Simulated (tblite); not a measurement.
Isomers of CH8ClSi3 (doublet state). Computed values, GFN2-xTB/tblite, gas phase, harmonic and unscaled. The method is semi-empirical: single wavenumbers can be off by several per cent or more. Modes of hydrogen on silicon can be 10 to 20 % off. One conformer each. Open shells enter through the occupations alone, without spin polarisation, and single modes of such species can be off by tens of per cent.

Electronic energies: GFN2-xTB at the same geometries; isomer energies are rough at this level and their order can be wrong.

```tsv
SMILES	electronic energy, lowest = 0 (kcal/mol)
[CH2][SiH2][SiH2][SiH2]Cl	25.5
C[SiH2][SiH2][SiH]Cl	4.4
C[SiH][SiH2][SiH2]Cl	4.9
C[SiH2][SiH][SiH2]Cl	0.0
```

Task: How do GFN2-xTB zero-point energies change the relative energies?

Result: 
| SMILES | ZPE (kcal/mol) | of it from modes above 1550 cm⁻¹ | electronic (kcal/mol) | with ZPE, lowest = 0 (kcal/mol) | lowest mode (cm⁻¹) | rings |
| --- | --- | --- | --- | --- | --- | --- |
| C[SiH2][SiH][SiH2]Cl | 48.9 | 28.3 | 0.0 | 0.0 | 9i | 0 |
| C[SiH2][SiH2][SiH]Cl | 48.9 | 28.4 | 4.4 | 4.5 | 22 | 0 |
| C[SiH][SiH2][SiH2]Cl | 48.8 | 28.4 | 4.9 | 4.9 | 15 | 0 |
| [CH2][SiH2][SiH2][SiH2]Cl | 45.5 | 27.7 | 25.5 | 22.1 | 14i | 0 |

The zero-point energies span 3.4 kcal/mol, from `[CH2][SiH2][SiH2][SiH2]Cl` to `C[SiH2][SiH2][SiH]Cl`. Slightly imaginary modes are left out of the zero-point energy: `C[SiH2][SiH][SiH2]Cl` 9.3i cm⁻¹ and `[CH2][SiH2][SiH2][SiH2]Cl` 14.4i cm⁻¹. The order is unchanged.
